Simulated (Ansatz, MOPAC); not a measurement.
System: C6H7, charge 0, multiplicity 2. SMILES: C12=C([CH]C1)CC2

Atoms: C1, C2, C3, C4, C5, C6, H7, H8, H9, H10, H11, H12, H13. Bonds: C1-C2, C1-C4, C1-H7, C2-C3, C2-H8, C2-H9, C3-C4, C3-C6, C4-C5, C5-C6, C5-H10, C5-H11, C6-H12, C6-H13.

Bond lengths (Å) and angles (degrees) optimised at PM3 with MOPAC; MNDO with MOPAC; HF/6-31G* with Ansatz (a quantum-chemistry and plane-wave program), each started from the B3LYP-D3(BJ)/def2-TZVP structure (Ansatz) of the last column. A row stands for all coordinates that are equal there; 13 of 37 kinds are shown. 6-31G* holds six Cartesian d functions. No wavenumbers were computed at MNDO, so these may be saddle points.

```csv
coordinate,PM3,MNDO,HF/6-31G*,B3LYP-D3(BJ)/def2-TZVP
C1-C2,1.558,1.559,1.547,1.556
C1-C4,1.388,1.396,1.400,1.394
C1-H7,1.079,1.071,1.074,1.082
C2-C3,1.513,1.510,1.546,1.552
C2-H8,1.099,1.104,1.086,1.093
C2-H9,1.099,1.104,1.085,1.092
C3-C4,1.460,1.451,1.398,1.383
C3-C6,1.496,1.497,1.541,1.536
C2-C1-C4,91.2,91.4,90.9,90.7
C1-C2-C3,85.0,84.4,83.4,82.7
C1-C4-C3,93.5,92.9,94.7,95.4
C1-C4-C5,157.6,174.6,149.2,155.0
C3-C4-C5,93.0,92.5,94.9,94.9
```

Mean signed difference of all 14 bond lengths from B3LYP-D3(BJ)/def2-TZVP: PM3 0.001 Å, MNDO 0.003 Å, HF/6-31G* -0.004 Å.
